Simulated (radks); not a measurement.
Initial-state core-level shifts of the titanium ion Ti+ when its valence configuration changes from [Ar] 3d2 4s1. Method: non-relativistic Kohn-Sham, r2SCAN, spin-polarised, spherical densities, point nucleus; open shells are filled with parallel spins first; meta-GGA in the generalised Kohn-Sham scheme; computed with a radial shooting solver on a logarithmic mesh with Libxc functionals. Shifts are changes of the shell-averaged eigenvalues in eV (positive: less bound); the change of the density at the nucleus, which sets a Mossbauer isomer shift, is in e/bohr^3, on a base of 7135.

valence	1s	2s	3s	3p	density at nucleus
3d2 4p1	-1.217	-1.156	-1.200	-1.194	-3.6588
3d3	+4.882	+5.616	+4.928	+4.708	-4.6092
3d1 4s1 4p1	-7.273	-8.201	-6.951	-6.666	+1.9689
3d1 4s2	-6.373	-7.288	-6.059	-5.793	+5.6659
4s1 4p2	-15.570	-17.679	-14.408	-13.799	+4.6798
4p3	-16.740	-18.840	-15.507	-14.878	+0.0191
3d2 4s0.5 4p0.5	-0.612	-0.584	-0.605	-0.602	-1.8822
3d2.5 4s0.5	+2.580	+2.973	+2.574	+2.457	-2.4666
3d1 4s1.5 4p0.5	-6.925	-7.843	-6.597	-6.323	+3.7698
